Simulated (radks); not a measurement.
The numbers below are computed, except where a source is named.
Ionisation of the zinc ion Zn12+, [Ar], to Zn13+, [Ne] 3s2 3p5, under several functionals. Dirac Kohn-Sham, spin-unpolarised, spherical densities, point nucleus; open shells are shared between the two j in proportion to 2j + 1; a radial shooting solver on a logarithmic mesh with Libxc functionals.

[
 {"functional": "Wu-Cohen GGA", "E(Zn12+) (hartree)": "-1734.66752", "Exc (hartree)": "-59.31764", "IE (eV)": "419.83", "-e(HOMO) (eV)": "399.97", "<r> HOMO (bohr)": "0.6070", "IE error (eV)": "+2.2"},
 {"functional": "AM05", "E(Zn12+) (hartree)": "-1732.61416", "Exc (hartree)": "-57.22800", "IE (eV)": "419.51", "-e(HOMO) (eV)": "399.66", "<r> HOMO (bohr)": "0.6072", "IE error (eV)": "+1.9"},
 {"functional": "BP86", "E(Zn12+) (hartree)": "-1735.64984", "Exc (hartree)": "-60.31783", "IE (eV)": "420.01", "-e(HOMO) (eV)": "400.15", "<r> HOMO (bohr)": "0.6069", "IE error (eV)": "+2.4"},
 {"functional": "exchange-only LDA", "E(Zn12+) (hartree)": "-1730.50041", "Exc (hartree)": "-55.09086", "IE (eV)": "417.29", "-e(HOMO) (eV)": "397.43", "<r> HOMO (bohr)": "0.6077", "IE error (eV)": "-0.3"},
 {"functional": "PBE", "E(Zn12+) (hartree)": "-1735.14913", "Exc (hartree)": "-59.80520", "IE (eV)": "419.85", "-e(HOMO) (eV)": "400.01", "<r> HOMO (bohr)": "0.6073", "IE error (eV)": "+2.3"}
]

NIST Atomic Spectra Database: 418 eV (semi-empirical). Closest: exchange-only LDA. The Delta-SCF values span 2.72 eV, the total energies 5.15 hartree. The highest occupied level is 3p3/2. Spin polarisation and multiplet splitting are left out, so open shells lie too high by an amount that depends on their filling.

Beside tabulated values, note that spin-unpolarised runs miss the spin-polarisation part of the exchange energy of open shells.
